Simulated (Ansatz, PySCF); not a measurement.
C2BrCl2F, SMILES C(=C(Br)F)(Cl)Cl. Atoms are numbered in the order given.

```xyz
6

F      1.9580    -0.0705     0.0000
C      0.6444    -0.1221     0.0000
Br    -0.0532    -1.8450     0.0000
C     -0.0933     1.0011     0.0000
Cl     0.6805     2.5318     0.0000
Cl    -1.8021     0.9939     0.0000
```
Charge 0, spin multiplicity 1.

Geometry: PBE0-D3(BJ)/def2-SVP.

Vertical ionisation energy (IE) and electron affinity (EA) in eV. Rows of orbital energies are one-electron estimates. Where ΔSCF, EOM or ADC give a negative EA the extra electron is unbound and the value depends on the basis.

| level | IE | EA |
|---|---|---|
| −ε(HOMO), −ε(LUMO), CAM-B3LYP/def2-TZVP (PySCF) | 8.56 | -0.39 |
| −ε(HOMO), −ε(LUMO), PBE/def2-TZVP (PySCF) | 6.06 | 1.72 |
| ΔSCF, PBE0/def2-SVPD (Ansatz), final states of multiplicity 2 and 2 | 9.38 | -0.56 |
| ΔSCF, PBE/def2-SVPD (Ansatz), final states of multiplicity 2 and 2 | 9.05 | -0.37 |

Problem. What vertical singlet–triplet gap does ΔSCF give with PBE0/def2-SVPD (Ansatz, a program for electronic structure) and with PBE/def2-SVPD (Ansatz)? (Estimate from the structure and the level; the computed values follow.)

Solution. 3.67 and 3.73 eV (triplet above singlet where positive).
